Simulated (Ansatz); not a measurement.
Correlation energies of `C[N]([AlH2])[AlH2]` by basis set

```csv
atom,x (Å),y (Å),z (Å)
C1,-1.4171,-0.1575,-0.1422
N2,0.0365,-0.0352,0.0095
Al3,1.0789,-0.1156,-1.4432
Al4,0.7270,0.2939,1.6279
H5,-1.7519,-1.1913,-0.0049
H6,-1.9571,0.4530,0.5888
H7,-1.7512,0.1569,-1.1363
H8,2.6463,-0.0282,-1.2487
H9,0.3692,-0.2544,-2.8553
H10,-0.2811,0.5062,2.8345
H11,2.3004,0.3722,1.7700
```

The species carries charge 0 and has multiplicity 1. The structure was optimised at the PBE0-D4/def2-TZVP level. Frozen core, restricted reference, Ansatz 0.2.0. CBS rows extrapolate triple and quadruple zeta; past MP2 they add the triple-zeta difference.

```tsv
basis	HF (Eh)	MP2 corr.
def2-SVP	-580.03411	-0.44785
def2-TZVPP	-580.31210	-0.55455
def2-QZVPP	-580.33170	-0.59187
```

(1) Estimate the CCSD correlation energy and the (T) correction in each basis where they were run (hartree).

Answers

(1) 
```
     basis  CCSD corr.       (T)
  def2-SVP    -0.49892  -0.01377
def2-TZVPP    -0.60023  -0.02205
 CBS(def2)    -0.66519     as TZ
```
